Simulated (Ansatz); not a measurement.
Start from `[CH3][GeH2][CH3]` and change one atom or group to get `C#[C][GeH]([CH3])[CH3]`.

Ansatz, PBE0-D4/def2-TZVP geometries, multiplicity 1. 

Scalar relativity is left out up to krypton.

| property | `[CH3][GeH2][CH3]` |
| --- | --- |
| LUMO energy (ωB97M-V/def2-TZVPP) / eV | 2.55 |
| HOMO–LUMO gap (PBE0/def2-TZVPP) / eV | 9.64 |
| HOMO energy (PBE/def2-TZVPP) / eV | -7.28 |
| size of the dipole moment (ωB97M-V/def2-TZVPP) / D | 0.68 |
| HOMO–LUMO gap (B3LYP/def2-TZVPP) / eV | 9.09 |
| LUMO energy (PBE0/def2-TZVPP) / eV | 1.12 |

Task: What does the change do to each property? (An estimate is asked.)

Result: The calculation gave: 
```tsv
property	`C#[C][GeH]([CH3])[CH3]`	shift
LUMO energy (ωB97M-V/def2-TZVPP) / eV	2.23	-0.32
HOMO–LUMO gap (PBE0/def2-TZVPP) / eV	8.29	-1.35
HOMO energy (PBE/def2-TZVPP) / eV	-6.63	0.65
size of the dipole moment (ωB97M-V/def2-TZVPP) / D	0.81	0.13
HOMO–LUMO gap (B3LYP/def2-TZVPP) / eV	7.80	-1.29
LUMO energy (PBE0/def2-TZVPP) / eV	0.45	-0.67
```

With PBE0 the HOMO rises by 0.69 eV and the LUMO falls by 0.67 eV, so the gap narrows by about 1.36 eV. PBE moves the HOMO by 0.65 eV and ωB97M-V by 0.67 eV. Dipoles are sizes alone; their direction can turn.

B3LYP here is the variant with VWN-RPA as its local correlation; programs differ in this.
